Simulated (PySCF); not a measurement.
Cl2F2Si (SMILES F[Si](F)(Cl)Cl), singlet, at a GFN2-xTB geometry. Base run: B3LYP/6-31G, polarisability (PySCF).

Here is a job for PySCF.
```python
from pyscf import gto, scf, dft
from pyscf.prop import polarizability

mol = gto.M(
    atom='''
F    -0.11373978   -1.27746000    1.21638036
Si   -0.03460905   -0.24988417   -0.00145359
F    -0.23580428   -1.24631716   -1.23106127
Cl   -1.55796649    1.00101974    0.09044015
Cl    1.77152080    0.54088454   -0.08147083
''',
    basis='6-31g',
    verbose=4,
)

mf = dft.RKS(mol)
mf.xc = 'b3lyp'
mf.kernel()
alpha = mf.Polarizability().polarizability()[2, 2]
print('alpha_zz =', alpha)
```

The base run was repeated with changes; each row names its change, and settings that it needs were set with it.

| change | alpha_zz (bohr³) | basis functions | core-seconds (rough) |
|---|---|---|---|
| base | 22.04 | 57 | 7 |
| finite field (a.u.) = 0.001; conv_tol = 1e-11 | 22.04 | 57 | 10 |
| finite field (a.u.) = 2e-4; conv_tol = 1e-6 | 6.09 | 57 | 8 |
| finite field (a.u.) = 2e-4; conv_tol = 1e-11 | 22.04 | 57 | 8 |
| basis = def2-SVP | 25.40 | 82 | 20 |
| basis = aug-cc-pVDZ | 40.97 | 127 | 40 |
| functional = lda,vwn | 23.57 | 57 | 6 |
| finite field (a.u.) = 0.05; conv_tol = 1e-11 | 22.29 | 57 | 10 |
| functional = camb3lyp | 21.39 | 57 | 40 |
| finite field (a.u.) = 0.005; conv_tol = 1e-11 | 22.04 | 57 | 10 |
| finite field (a.u.) = 0.02; conv_tol = 1e-11 | 22.08 | 57 | 10 |
| basis = 6-31G* | (withheld) | 82 | 20 |

### Question
Complete the blanks.

### Answer

- basis = 6-31G*, alpha_zz (bohr³): 26.48

Finite-field rows take the second difference of the energy in a field along z; a small field with loose convergence shows SCF noise divided by the square of the field, and a large one adds hyperpolarisability.
